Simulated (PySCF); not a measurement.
**Ionisation energy along the 19-electron series**

Calculated with PySCF 2.14 and a two-component X2C-1e Hamiltonian (Gaussian nucleus, no Breit or QED terms), each ion in its own even-tempered basis scaled to its charge; GMP2 freezes [Ne] and drops the highest virtual spinors. Values in eV. NIST values: (m) measured, (s) semi-empirical, (t) theoretical.

```
  ion  configuration  GHF (spin-free)  GMP2 (spin-free)  GHF (screened spin-orbit)  GMP2 (screened spin-orbit)          NIST
Xe³⁵⁺       [Ar] 3d1           2290.6            2290.3                     2300.7                      2300.4  2300 ± 5 (t)
Cs³⁶⁺       [Ar] 3d1           2411.5            2411.2                     2422.5                      2422.2  2422 ± 5 (t)
Ba³⁷⁺       [Ar] 3d1           2535.5            2535.2                     2547.6                      2547.2  2547 ± 4 (t)
```

Between Z = 54 and Z = 56 the GMP2 (screened spin-orbit) value grows as Z to the power 2.80.
